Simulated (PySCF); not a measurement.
## Energy of Nb⁻ (niobium, charge -1) between two integer charges

The 5s beta orbital of [Kr] 4d4 5s2 is emptied in steps (occupation f), with all orbitals relaxed, ending at [Kr] 4d4 5s1. Computed with PySCF 2.14 in aug-cc-pVTZ-PP with ECP28MDF (6s6p5d3f2g, 88 functions), with scalar relativity through the core potential. The exact energy is a straight line in f; departures are measured from the line between the end points of the same method.

```tsv
f	BHandHLYP (eV)	BLYP (eV)
1	0.000	0.000
0.9	-0.080	-0.170
0.7	-0.192	-0.407
0.5	-0.234	-0.496
0.3	-0.201	-0.422
0.1	-0.087	-0.180
0	0.000	0.000
```

```json
{"method": "BHandHLYP", "E(f=0) − E(f=1) (eV)": "0.618", "−ε at f=1 (eV)": "-0.257", "−ε at f=0.5 (eV)": "0.588"}
{"method": "BLYP", "E(f=0) − E(f=1) (eV)": "0.844", "−ε at f=1 (eV)": "-1.017", "−ε at f=0.5 (eV)": "0.798"}
```

Orbital energy along the path (eV):

```tsv
f	BHandHLYP	BLYP
1	0.257	1.017
0.9	0.104	0.691
0.7	-0.227	-0.017
0.5	-0.588	-0.798
0.3	-0.981	-1.631
0.1	-1.399	-2.471
0	-1.489	-2.684
```

At f = 1 the orbital energy is positive for BHandHLYP, BLYP: only the finite basis holds the electron.

Reference removal energy between the ground levels: 0.917 eV (measured; photodetachment measurements, as compiled on the Wikipedia data page of electron affinities). The calculation has no spin-orbit coupling.
